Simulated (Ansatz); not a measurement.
The same path of Cl₃HSi (5 atoms, charge 0, multiplicity 1) was run twice with different band settings. Lost on the way: Si1–H2, Si1–Cl3. Made: H2–Cl3.

The calculation used RKS PBE0/cc-pVDZ (Ansatz 0.2.0).

Relaxed end points:

```xyz
5
Properties=species:S:1:pos:R:3
Si 0.164 0.000 0.248
H -0.080 0.000 1.709
Cl 2.190 0.000 -0.115
Cl -0.677 1.678 -0.595
Cl -0.677 -1.678 -0.595
```

```xyz
5
Properties=species:S:1:pos:R:3
Si -1.079 0.000 0.090
H 1.719 0.000 2.152
Cl 1.938 0.000 0.878
Cl -0.829 1.632 -1.234
Cl -0.829 -1.632 -1.234
```

Common settings: movable images 7; climbing image yes; spring 5.0 eV/Å²; start path through a guess of the saddle point; force threshold 0.05 eV/Å; iteration limit 60; end points relaxed.

| run | optimiser | largest step |
| --- | --- | --- |
| 1 | quadratic models (default) | default |
| 2 | lbfgs | 0.5 Å |

Question: What does each run give, and how far can it be trusted?

Answer: Run 1: converged after 12 iterations, highest image 2.759 eV above the first end. Neighbouring images differ by up to 1.4 eV, so the band resolves the path poorly. A vibrational analysis at the climbing image gives one clearly imaginary mode, 925i cm⁻¹: a first-order saddle point.
Run 2: converged after 30 iterations, highest image 2.759 eV above the first end. Neighbouring images differ by up to 1.2 eV, so the band resolves the path poorly. Another band between the same ends (7 images) ends at a top of the same energy, where a vibrational analysis finds 1 clearly imaginary mode.
The orbitals stay closed-shell, which can raise the energy where a bond breaks towards radicals; this wasn't checked here.
